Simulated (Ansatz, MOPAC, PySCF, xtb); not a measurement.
HI (SMILES I) and C3H8 (SMILES CCC) are pulled apart as rigid monomers along the line of their centres of mass, from the B3LYP-D3(BJ)/def2-TZVP minimum. Starting geometry (charge 0, multiplicity 1):
```xyz
13

I     -0.07539    -0.14269    -0.62459
H      0.20738    -0.56264     0.90848
C      0.62936    -1.17217     3.62232
C      0.00130    -0.02515     4.40952
C     -0.62612     1.03767     3.51151
H      1.07198    -1.92097     4.28164
H     -0.11748    -1.67985     3.00534
H      1.42179    -0.80764     2.96252
H      0.76243     0.43733     5.04456
H     -0.75877    -0.42478     5.08708
H     -1.06797     1.84603     4.09671
H      0.11788     1.48009     2.84443
H     -1.41516     0.61120     2.88717
```

Interaction energies with rigid monomers; basis-set methods are counterpoise corrected unless marked otherwise.

The state that PM3, PM6 reach isn't checked.

Programs: Ansatz (a program for electronic structure); MOPAC for PM3, PM6 (differences of heats of formation); PySCF for the dispersion terms; xtb for the GFN methods. Values without a source in brackets are computed. In def2 rows elements past Kr take small-core potentials, without spin–orbit coupling.

| H2···C3 (Å) | GFN-FF (kJ/mol) | PM3 (kJ/mol) | PM6 (kJ/mol) | GFN2-xTB (kJ/mol) | PBE0-D4/def2-TZVPPD (kJ/mol) |
|---|---|---|---|---|---|
| 2.54 | ? | -2.6 | -4.0 | ? | -4.1 |
| 2.81 | -3.3 | -3.4 | -4.1 | -7.8 | -5.7 |
| 3.22 | -3.4 | -2.0 | -2.6 | -5.7 | -4.7 |
| 3.91 | -2.1 | -0.3 | -0.9 | -2.7 | -2.2 |
| 5.02 | -0.7 | 0.0 | -0.3 | -0.8 | -0.3 |

### Question
Complete the blanks.

### Answer

- 2.54, GFN2-xTB (kJ/mol): -7.5
- 2.54, GFN-FF (kJ/mol): -1.1
